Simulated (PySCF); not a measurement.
tetraarsenic (As4), SMILES [As]12[As]3[As]1[As]23.

Coordinates come from a B3LYP-D3(BJ)/def2-SVP optimisation.

Level of theory: B3LYP-D3(BJ)/def2-SVP in PySCF.

Frequencies are harmonic and unscaled.

Modes within 1.5 cm⁻¹ of each other (mostly degenerate sets) share a row, with their intensities summed.

| mode | ν (cm⁻¹) | IR (km/mol) | moving atoms (share of kinetic energy) |
|---|---|---|---|
| 1–2 | 204 | 0.0 | As 100 % |
| 3–5 | 260 | 1.1 | As 100 % |
| 6 | 351 | 0.0 | As 100 % |
